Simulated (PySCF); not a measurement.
An unknown gives this computed stick spectrum. Method used: TDDFT CAM-B3LYP/def2-SVPD, vertical, gas phase, core orbitals frozen in the response (PySCF). Geometries: PBE0-D3(BJ)/def2-SVP, one conformer each.

| state | ν̃ (cm⁻¹) | f | main configurations (H = HOMO, L = LUMO) |
| --- | --- | --- | --- |
| S1 | 41250 | 0.487 | H→L (98%) |
| S2 | 46830 | 0.0042 | H-1→L (93%) |
| S3 | 51520 | 0.0026 | H→L+1 (77%), H→L+4 (13%) |
| S4 | 51680 | 0.0066 | H→L+2 (91%) |
| S5 | 54120 | 0.0011 | H-2→L (58%), H→L+4 (12%), H→L+1 (8%) |
| S6 | 55830 | 0.0063 | H→L+3 (55%), H-1→L+1 (39%) |

**Question.** Which candidate is it? All have the formula C8H12.
A. `C=C(C)/C=C\C(=C)C`
B. `C(C)(C(C#C)=C)(C)C`
C. `C=C/C=C/C1CCC1`

**Answer.** A. Its S1, at 5.11 eV, is the lowest among the candidates; the nearest of the others has S1 at 5.57 eV. S1 is HOMO→LUMO (98%). Löwdin shares by element: HOMO carbon 64% or more (atoms not listed hold the other 36%); LUMO carbon 57% or more (atoms not listed hold the other 43%). At the same level the other candidates give, for their lowest levels:
- `C#CC(=C)C(C)(C)C`: 5.57 eV (f 0.000); 5.69 eV (f 0.210); 6.22 eV (f 0.000); 6.88 eV (f 0.000); 7.33 eV (f 0.238); HOMO -8.23, LUMO 0.33 eV
- `C=C/C=C/C1CCC1`: 5.62 eV (f 0.997); 6.50 eV (f 0.000); 6.61 eV (f 0.000); 7.04 eV (f 0.049); 7.16 eV (f 0.000); T1 3.11 eV; HOMO -7.64, LUMO 0.32 eV

Shape of the structure used: `[CH2:1]=[C:2]([CH3:3])/[CH:4]=[CH:5]\[C:6](=[CH2:7])[CH3:8]`: C1–C2–C4–C5 -138°, C4–C5–C6–C7 -140°.
Triplets come from the Tamm–Dancoff approximation.
